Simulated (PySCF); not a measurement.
Molfile (atoms numbered from 1):
```
C12H9F
     RDKit          3D

 22 23  0  0  0  0  0  0  0  0999 V2000
    3.5672   -2.1407   -0.5366 F   0  0  0  0  0  0  0  0  0  0  0  0
    2.8686   -1.0291   -0.3102 C   0  0  0  0  0  0  0  0  0  0  0  0
    3.5452    0.1732   -0.1464 C   0  0  0  0  0  0  0  0  0  0  0  0
    2.7937    1.3241    0.0796 C   0  0  0  0  0  0  0  0  0  0  0  0
    1.4036    1.2677    0.1379 C   0  0  0  0  0  0  0  0  0  0  0  0
    0.7287    0.0490   -0.0304 C   0  0  0  0  0  0  0  0  0  0  0  0
   -0.7483   -0.0219    0.0324 C   0  0  0  0  0  0  0  0  0  0  0  0
   -1.5400    1.0075   -0.4975 C   0  0  0  0  0  0  0  0  0  0  0  0
   -2.9293    0.9408   -0.4381 C   0  0  0  0  0  0  0  0  0  0  0  0
   -3.5557   -0.1553    0.1533 C   0  0  0  0  0  0  0  0  0  0  0  0
   -2.7810   -1.1857    0.6842 C   0  0  0  0  0  0  0  0  0  0  0  0
   -1.3918   -1.1191    0.6233 C   0  0  0  0  0  0  0  0  0  0  0  0
    1.4845   -1.1092   -0.2565 C   0  0  0  0  0  0  0  0  0  0  0  0
    4.6351    0.1899   -0.1975 H   0  0  0  0  0  0  0  0  0  0  0  0
    3.3039    2.2797    0.2211 H   0  0  0  0  0  0  0  0  0  0  0  0
    0.8324    2.1750    0.3429 H   0  0  0  0  0  0  0  0  0  0  0  0
   -1.0588    1.8582   -0.9855 H   0  0  0  0  0  0  0  0  0  0  0  0
   -3.5281    1.7487   -0.8654 H   0  0  0  0  0  0  0  0  0  0  0  0
   -4.6460   -0.2067    0.1999 H   0  0  0  0  0  0  0  0  0  0  0  0
   -3.2617   -2.0455    1.1571 H   0  0  0  0  0  0  0  0  0  0  0  0
   -0.7927   -1.9196    1.0636 H   0  0  0  0  0  0  0  0  0  0  0  0
    1.0066   -2.0765   -0.4203 H   0  0  0  0  0  0  0  0  0  0  0  0
  1  2  1  0
  2  3  1  0
  3  4  2  0
  4  5  1  0
  5  6  2  0
  6  7  1  0
  7  8  2  0
  8  9  1  0
  9 10  2  0
 10 11  1  0
 11 12  2  0
  6 13  1  0
 13  2  2  0
 12  7  1  0
  3 14  1  0
  4 15  1  0
  5 16  1  0
  8 17  1  0
  9 18  1  0
 10 19  1  0
 11 20  1  0
 12 21  1  0
 13 22  1  0
M  END
```

- structure optimised with PBE0-D3(BJ)/def2-SVP
- shielding tensors at PBE0/pcSseg-1 (GIAO)
- couplings computed with B3LYP/pcJ-1 (spin–dipole term only in couplings to heteroatoms)
- code: PySCF 2.14.0 with density-fitted response routines
- one averaged value for each set of equivalent atoms, one conformer, gas phase, non-relativistic

**Question.** Predict the 2D correlation tables (HSQC, COSY, HMBC).

**Answer.** 

HSQC (one-bond C–H):
```
            δH              δC  1J(C,H) (Hz)
7.65 (H17/H21)  133.1 (C8/C12)           166
7.59 (H18/H20)  134.4 (C9/C11)           167
    7.52 (H15)      135.7 (C4)           168
    7.50 (H19)     133.5 (C10)           168
    7.38 (H16)      127.6 (C5)           168
    7.31 (H22)     119.5 (C13)           168
    7.15 (H14)      119.2 (C3)           171
```

COSY cross peaks (|J| ≥ 2 Hz):
```
            δH              δH  abs. J (Hz)  bonds
7.65 (H17/H21)  7.59 (H18/H20)          8.7      3
7.59 (H18/H20)      7.50 (H19)          8.3      3
    7.52 (H15)      7.38 (H16)          8.7      3
    7.52 (H15)      7.15 (H14)          9.2      3
    7.31 (H22)      7.15 (H14)          2.4      4
```

HMBC (two and three bonds, |J| ≥ 2.5 Hz):
```
            δH                                                       δC [abs. J in Hz]
7.65 (H17/H21)               149.9 (C6) [4.3], 133.5 (C10) [8.1], 133.1 (C8/C12) [6.7]
7.59 (H18/H20)                                  146.2 (C7) [7.9], 134.4 (C9/C11) [8.3]
    7.52 (H15)                                     170.8 (C2) [11.5], 149.9 (C6) [9.2]
    7.50 (H19)                                                    133.1 (C8/C12) [8.2]
    7.38 (H16)                   146.2 (C7) [4.1], 119.5 (C13) [7.3], 119.2 (C3) [8.6]
    7.31 (H22)  170.8 (C2) [4.9], 146.2 (C7) [4.5], 127.6 (C5) [6.8], 119.2 (C3) [4.4]
    7.15 (H14)                   170.8 (C2) [4.4], 127.6 (C5) [8.1], 119.5 (C13) [4.5]
```

Referencing at the same level of theory: TMS for 1H and 13C.

Short H···H contacts in this conformer between protons four or more bonds apart (candidates for NOE cross peaks, intensity ∝ r⁻⁶): H16···H17 2.33 Å, H21···H22 2.34 Å.

Common functionals overestimate the size of one-bond C–F couplings by tens of Hz; these are unscaled. Unscaled 3J(H,H) at this level run about 10 % above measured values. Shifts are as computed. Against solution values, carbons near 30 ppm lie about +2 ppm off and those near 130 ppm about +5 ppm (rms about the fit 1.9 ppm; single classes can miss by 10 ppm). Of 1328 compounds with measured shifts, 309 miss one by over three times the rms of a fit or turn the order of signals round; such compounds aren't used in these exercises. Signals without a measured value on file couldn't be tested in this way; 1H shifts scatter by 0.2 ppm about their fit, and single ones miss by 0.5 ppm.
